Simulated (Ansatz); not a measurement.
## One step, several reactants

Four-centre ligand exchange: in every member these bonds form or tighten: H–N, H–Si; these break or loosen: H–H, N–Si. Only the spectator groups change.

Gas-phase electronic energies, without zero-point energy, by CCSD(T) at an estimated basis limit (MP2 extrapolated from triple and quadruple zeta, plus CCSD(T) − MP2 in triple zeta); Ansatz 0.2.0, def2-TZVPP and QZVPP, frozen cores, on PBE0-D4/def2-TZVP structures. Extrapolation: Hartree–Fock as exp(−7.88 √X), correlation as X^−2.97. All energies, in kcal/mol, count from the separated reactants, without counterpoise correction; the start and end structures are the complexes reached by relaxing down from the saddle, and deeper ones may exist. Brackets give SMILES, or, where every atom is bracketed, only which atoms are joined. Steps whose reference was doubtful or whose search ended elsewhere are left out.

| reactants | products | start structure | saddle | end structure |
| --- | --- | --- | --- | --- |
| SiNH₄Cl ([NH2][SiH2][Cl]) + H₂ | SiH₃Cl ([SiH3][Cl]) + NH₃ | -0.74 | 53.47 | 4.92 |
| SiNH₃Cl₂ ([NH2][SiH]([Cl])[Cl]) + H₂ | SiH₂Cl₂ ([Cl][SiH2][Cl]) + NH₃ | -0.48 | 49.82 | 6.61 |
| SiNH₃F₂ ([NH2][SiH]([F])[F]) + H₂ | SiH₂F₂ ([F][SiH2][F]) + NH₃ | -0.36 | ? | 7.67 |
| SiN₂H₆ ([NH2][SiH2][NH2]) + H₂ | SiNH₅ ([NH2][SiH3]) + NH₃ | -0.72 | 46.87 | 8.35 |

Task: What is the height of the saddle for SiNH₃F₂ ([NH2][SiH]([F])[F]) + H₂? (To be estimated.)

Result: The calculation gives: 50.66 kcal/mol relative to the separated reactants, between the members at 49.82 and 53.47; above its start structure the barrier is 50.66 − (-0.36) ≈ 51.02 kcal/mol.

The T1 diagnostic stays at or below 0.012.

For scale, one of the runs: CCSD(T)/def2-TZVPP, 227 basis functions, launched by `ansatz run in.yaml --threads 4 --pin off --events-out ev --progress --plain --max-ram 9574MiB`. The run took 90 s on 4 CPU threads of an Arm Neoverse V1 (shared host), with 3.5 GiB of host memory at its peak.
